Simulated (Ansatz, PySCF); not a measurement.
This PySCF input computes a CAM-B3LYP/def2-TZVPD energy:

```python
from pyscf import gto, scf, dft

mol = gto.M(
    atom='''
    B    -0.66503886    0.05057511   -0.01894431
    N     0.70388039    0.07004987    0.02414072
    H    -1.37605239   -0.96558513   -0.07461875
    H    -1.30721419    1.10293443   -0.00402462
    H     1.08129813   -0.88057398    0.00437982
    ''',
    basis='def2-tzvpd',
    charge=-1,
    spin=0,
    verbose=4,
)

mf = dft.RKS(mol, xc='camb3lyp').density_fit(auxbasis='def2-universal-jkfit')
mf.grids.level = 3
mf.conv_tol = 1e-9
mf.max_cycle = 100
mf.max_memory = 1500
mf.kernel()
if not mf.converged:
    mf = mf.newton()
    mf.kernel(mf.make_rdm1())
mf.analyze()
```

Write an input for the same energy in Ansatz (an electronic-structure program) and say what it gives.


Ansatz 0.2 input:
```yaml
crystal:
  periodic: [false, false, false]
  atoms:
    - {symbol: B, position_ang: [-0.66503886, 0.05057511, -0.01894431]}
    - {symbol: N, position_ang: [0.70388039, 0.07004987, 0.02414072]}
    - {symbol: H, position_ang: [-1.37605239, -0.96558513, -0.07461875]}
    - {symbol: H, position_ang: [-1.30721419, 1.10293443, -0.00402462]}
    - {symbol: H, position_ang: [1.08129813, -0.88057398, 0.00437982]}
basis:
  gaussian:
    orbitals: def2-TZVPD
hamiltonian:
  xc: {name: CAM-B3LYP}
total_charge: -1
output: {forces: true}
```
It gives -81.40945 Eh, and PySCF -81.40947 Eh, a difference of 0.02 mEh, from the treatment of integrals and grids.

It need not be the lowest isomer of its formula. Whether it binds its extra electron was not tested at this geometry.
